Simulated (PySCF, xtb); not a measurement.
CH10FNSi3, SMILES N([SiH3])([SiH3])[Si@@H](F)C. Other conformers were not sampled.

Harmonic wavenumbers (cm⁻¹) from GFN2-xTB (xtb 6.7.1) at its own minimum, in rising order: 17, 59, 73, 98, 132, 149, 190, 217, 224, 281, 483, 560, 569, 582, 601, 646, 664, 746, 764, 766, 779, 783, 789, 802, 817, 835, 847, 971, 993, 1374, 1479, 1481, 2206, 2235, 2238, 2258, 2276, 2278, 2296, 3032, 3046, 3056.

Q: What does PBE-D3(BJ)/def2-SVP (PySCF) give at its own minimum? (The exact figures need the calculation; the answer reports its results.)

A: 21, 83, 115, 119, 141, 155, 160, 220, 269, 306, 472, 642, 645, 661, 673, 689, 710, 743, 795, 852, 884, 900, 906, 912, 923, 932, 960, 969, 995, 1221, 1374, 1378, 2153, 2155, 2159, 2165, 2172, 2173, 2180, 2976, 3076, 3084. Paired by order, the mean absolute difference is 62 cm⁻¹ and the zero-point energies are 63.9 and 64.5 kcal/mol.
